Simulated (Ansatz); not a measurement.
B₆Sb₆, relaxed as a singlet with RKS r2SCAN-D4/def2-SVP in Ansatz, starting from the GFN1-xTB geometry. Force threshold 0.03 eV/Å.

In the def2 sets Sb takes a core potential; there is no spin–orbit coupling. Another isomer (singlet) lies 2.16 eV lower at PBE0-D4/def2-SVP; other spin states weren't run for this one.

Start:

Cartesian coordinates in Å:
```
B -1.2717 -1.8250 0.7969
B -0.0374 -1.7343 -0.8170
B 0.5889 -0.3223 -1.1422
B -0.5516 -2.9354 0.0029
B -0.9172 1.1737 0.6906
B -0.3840 0.9337 -0.8647
Sb -2.1274 2.3340 -0.8678
Sb 1.7549 1.7454 -1.5940
Sb 2.7547 -0.4287 -0.3086
Sb -1.1357 -0.2554 2.3332
Sb 0.2469 3.1010 0.3079
Sb 1.0796 -1.7866 1.4629
```

(1) Estimate the energy that the relaxation releases and the steps that it takes.

(2) Does the start keep its bonding?

(3) Predict the relaxed structure.

## Answers

(1) 21.4 kcal/mol, in 19 steps; 3.3 min on 4 threads of Arm Neoverse V2 on a shared host. No frequencies were taken in this run, so the end may be a saddle point.

(2) Bonds lost: B3–Sb8 (atoms count from 1). Bonds formed: B2–Sb9, B3–B5 (atoms count from 1).

(3) 
```xyz
12

B    -1.0103   -1.9917    0.6629
B     0.2793   -1.6921   -0.6077
B    -0.2165   -0.1577   -0.7402
B     0.1412   -3.0054    0.3392
B    -0.7339    1.0156    0.4674
B    -0.4742    1.3452   -1.2948
Sb   -2.0451    2.7205   -0.5787
Sb    1.7871    1.7553   -1.7836
Sb    2.4438   -0.8017   -0.7340
Sb   -1.8618   -0.3319    1.8350
Sb    0.5513    2.8785    0.5823
Sb    1.1391   -1.7346    1.8522
```
Bond lengths: 11 × B–Sb 2.20 to 2.63 Å; 7 × B–B 1.57 to 1.83 Å; 5 × Sb–Sb 2.84 to 3.31 Å.
